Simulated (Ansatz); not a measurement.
Wavefunction ladder for Br₂H₄HfN₂ (`[NH2][Hf]([NH2])([Br])[Br]`)

```xyz
9

N    -1.4385    0.6357   -0.6105
Hf    0.0059    0.0634    0.6549
N     1.4261   -0.7430   -0.5130
Br   -0.8726   -1.7046    2.2181
Br    0.9594    2.0728    1.8356
H    -2.2430    0.0798   -0.8688
H    -1.5259    1.5557   -1.0212
H     1.3910   -0.8285   -1.5183
H     2.2976   -1.1313   -0.1768
```

The species carries charge 0 and has multiplicity 1. Correlated methods include outer-core shells of Br, Hf, which these sets cover unevenly. Scalar relativity is left out up to krypton. Hf takes the def2 core potential. The structure was optimised at the PBE0-D4/def2-TZVP level. It is one conformer, not always the lowest. Frozen core, restricted reference, Ansatz 0.2.0.

```json
{"basis": "def2-SVP", "HF (Eh)": "-5303.07274", "MP2 corr.": "-1.02972"}
{"basis": "def2-TZVPP", "HF (Eh)": "-5303.86032", "MP2 corr.": "-1.30180"}
{"basis": "def2-QZVPP", "HF (Eh)": "-5303.96484", "MP2 corr.": "-2.01722"}
```

**Question.** Estimate the CCSD correlation energy and the (T) correction in each basis where they were run (hartree).

**Answer.** 
| basis | CCSD corr. | (T) |
| --- | --- | --- |
| def2-SVP | -1.04449 | -0.03042 |
